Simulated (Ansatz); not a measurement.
Cost and result up the ladder for the cluster B₇H₁₃ (20 atoms). Total charge 0; singlet. Geometry: B3LYP-D4/def2-SVP.

```xyz
20

B     1.310    0.228   -0.082
B    -1.616    0.426   -0.089
B    -0.088    1.300    0.234
B     0.543   -1.314   -0.821
B    -0.310    0.168   -1.183
B    -1.226   -1.198   -0.610
B     1.026    0.812    1.595
H    -1.984   -1.916   -1.191
H     1.595    1.788    2.012
H     0.982   -2.041   -1.663
H    -2.696    0.898   -0.290
H     2.006    0.111    1.161
H    -0.155    2.471   -0.014
H    -0.342    0.576   -2.308
H    -1.778   -0.786    0.536
H     1.414   -1.184    0.085
H     0.459    0.072    2.368
H     2.221    0.628   -0.755
H    -0.279   -1.987   -0.014
H    -1.082    0.949    1.029
```

Ansatz on 4 threads of Arm Neoverse V1 on a shared host. Times are rough, and most runs start from the orbitals of an earlier one. PBE0-D4/def2-TZVP serves as the yardstick here, not as an exact answer. Differences are given only for rows in sets of like size (and for xTB, whose basis is part of the method), since another set adds its own error. Binding counts from free atoms at the same level (B doublet, H doublet; other spins of the atoms weren't run), without zero-point energy or a counterpoise term.

LC-ωPBE has ω = 0.4 bohr⁻¹. Correlated methods freeze 7 core orbitals. The rows differ in basis, and correlated rows in double-zeta sets carry the largest basis error. The structure comes from a short search, and lower isomers may exist.

Correlated methods converge slowly with the basis, most of all in double-zeta sets.

```
                         level  functions  wall time
               PBE-D4/def2-SVP        163        2 s
              PBE0-D4/def2-SVP        163      2.7 s
PBE-D4/def2-TZVP (with forces)        295      5.5 s
             LC-ωPBE/def2-TZVP        295      5.5 s
            BHLYP-D4/def2-TZVP        295        6 s
                 MP2/def2-TZVP        295      6.5 s
             PBE0-D4/def2-TZVP        295      7.5 s
           r2SCAN-D4/def2-TZVP        295      8.5 s
              B97M-V/def2-TZVP        295       19 s
              CCSD(T)/def2-SVP        163       40 s
```

Estimate what each level gives for the binding energy per atom (eV).


| level | binding energy per atom (eV) | difference from PBE0-D4/def2-TZVP (eV) |
| --- | --- | --- |
| PBE-D4/def2-SVP | 3.76 | – |
| PBE0-D4/def2-SVP | 3.75 | – |
| PBE-D4/def2-TZVP (with forces) | 3.73 | 0.02 |
| LC-ωPBE/def2-TZVP | 3.67 | -0.03 |
| BHLYP-D4/def2-TZVP | 3.58 | -0.12 |
| MP2/def2-TZVP | 3.56 | -0.14 |
| PBE0-D4/def2-TZVP | 3.70 | 0.00 |
| r2SCAN-D4/def2-TZVP | 3.71 | 0.01 |
| B97M-V/def2-TZVP | 3.70 | -0.01 |
| CCSD(T)/def2-SVP | 3.50 | – |
